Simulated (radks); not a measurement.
The osmium ion Os3+, 73 electrons, occupied as [Xe] 4f14 5d4 6s1 (not the ground configuration).

Method: scalar-relativistic Kohn-Sham, r2SCAN, spin-unpolarised, spherical densities, finite nucleus; meta-GGA in the generalised Kohn-Sham scheme; Fermi nuclear charge, rms radius 5.4126 fm; computed with a radial shooting solver on a logarithmic mesh with Libxc functionals.

Energy parts (Ry):
| part | energy |
|---|---|
| total | -34500.7596 |
| kinetic | 38227.3277 |
| electron-nucleus | -85310.1168 |
| Hartree | 13257.1443 |
| exchange-correlation | -675.1147 |

Orbitals (lengths in bohr, moments of r in powers of bohr; r(90%) holds 90 % of the orbital's charge):
orbital  occ.  eigenvalue (Ry)  r(90%)      <r>      <r^2>
1s          2        -5437.251  0.0323  0.01774  0.0004336
2s          2        -951.0843   0.116  0.07489   0.006641
2p          6        -828.3931   0.110  0.06728   0.005534
3s          2        -224.0739   0.284   0.1937    0.04291
3p          6        -187.8802   0.291   0.1944    0.04383
3d         10        -147.3496   0.273   0.1763    0.03639
4s          2        -49.76165   0.619   0.4319     0.2104
4p          6        -37.83843   0.666   0.4591     0.2396
4d         10        -22.95161   0.731   0.4889     0.2766
5s          2         -9.41178    1.44    1.003      1.129
4f         14         -6.43777   0.905   0.5550     0.3792
5p          6         -6.33689    1.67    1.153      1.500
5d          4         -2.77275    2.37    1.567      2.832
6s          1         -2.32355    3.44    2.417      6.511

The highest occupied level is 6s at -31.614 eV. Summed over all electrons, <r^2> = 39.79 bohr^2, which gives a Langevin (diamagnetic) susceptibility term of -31.5 x 10^-6 cm^3/mol.
